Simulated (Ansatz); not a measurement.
CH2NO (SMILES N[C]=O) moved off its minimum; all values from Ansatz (a quantum-chemistry and plane-wave program), cores frozen in correlated methods. Open shells are unrestricted.
(charge 0, multiplicity 2)
```xyz
5

N     -1.0513     0.0592     0.0218
C      0.2072    -0.3531     0.0689
O      1.1383     0.2149    -0.0418
H     -1.4386     1.0284     0.1208
H     -1.8068    -0.7286     0.0536
```

Forces at PBE/def2-TZVPP (eV/Å):

```
atom      Fx      Fy      Fz
----  ------  ------  ------
N1    -4.462  -1.778   0.277
C2    -9.065  -5.835   0.733
O3    10.972   6.129  -0.888
H4     0.741  -0.593  -0.178
H5     1.814   2.078   0.056
```

Give the forces (eV/Å), the total energy and the dipole at CCSD(T)/cc-pVTZ.


```csv
atom,Fx,Fy,Fz
N1,-5.276,-1.423,0.272
C2,-8.617,-5.874,0.761
O3,10.725,6.071,-0.875
H4,1.041,-1.131,-0.213
H5,2.126,2.357,0.055
```
Energy -168.9532 hartree, dipole 3.12 D.
